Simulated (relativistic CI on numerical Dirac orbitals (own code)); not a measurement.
## Re³⁺: 4f photoemission

Computed with this model: Dirac-Coulomb-Breit CI, orbitals from a KLI potential per configuration, QED by a radiative potential, valence Slater integrals scaled by 0.8, multiplet model of photoemission in the sudden approximation; configurations [Xe] 4f14 5d4 → [Xe] 4f13 5d4; 300 K; Lorentzian 0.35 eV and Gaussian 0.5 eV FWHM. Energies are those of the free ion, without screening or charge transfer. The energies are binding energies and can lie tens of eV above those of solids. S is read from ⟨S²⟩ = S(S + 1).

Field parameters in Wybourne normalisation: Td as Oh with Dq negative (B⁴₀ = 21Dq, B⁴₄ = √(5/14) B⁴₀). The field is a parameter set, without covalency.

free ion: ground-state S = 1.78, centroid 81.20 eV. Peaks (eV, height): 79.8 (100), 81.2 (22), 83.0 (47).

Td, 10Dq = -12900 cm⁻¹: ground-state S = 1.04, centroid 81.34 eV. Peaks (eV, height): 80.0 (100), 81.5 (18), 83.0 (49).

Strongest unbroadened transitions for Td, 10Dq = -12900 cm⁻¹:

| Energy (eV) | Relative strength |
| --- | --- |
| 79.92 | 51.2 |
| 79.95 | 100.0 |
| 80.02 | 48.4 |
| 81.02 | 3.6 |
| 81.03 | 4.1 |
| 81.51 | 5.1 |
| 81.69 | 3.9 |
| 82.81 | 3.4 |
| 82.84 | 6.2 |
| 82.86 | 4.2 |
| 82.91 | 4.7 |
| 82.94 | 4.9 |
| 82.96 | 12.7 |
| 83.04 | 7.2 |
| 83.08 | 5.0 |
| 83.16 | 6.6 |
| 83.21 | 7.9 |
| 83.23 | 17.7 |
